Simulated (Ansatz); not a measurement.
Basis-set extrapolation for C2H3BCl2O2, SMILES `CC(=O)OB(Cl)Cl` (PBE0-D4/def2-TZVP geometry, frozen core, Ansatz). Multiplicity 1, RHF reference.

```
                       def2-TZVPP    def2-QZVPP
                 HF  -1171.173247  -1171.209784
    MP2 correlation     -1.251465     -1.354685
CCSD(T) correlation     -1.351254       not run
```

Energies in hartree. Use E(X) = E(∞) + A·exp(−7.88·√X) for Hartree–Fock and E(X) = E(∞) + B·X^(−2.97) for correlation, with X = 3 and 4, and add CCSD(T) minus MP2 of the smaller set to the MP2 limit.

Q: What is the CCSD(T) energy at the basis-set limit?

A: HF limit: -1171.209784 + (-0.036537) × 0.13774 = -1171.21482. MP2 limit: -1.354685 + (-0.103220) × 0.74074 = -1.43114. Higher-order term: -1.351254 − (-1.251465) = -0.09979. Total: -1172.74575 hartree, 138.8 kcal/mol below CCSD(T)/def2-TZVPP.
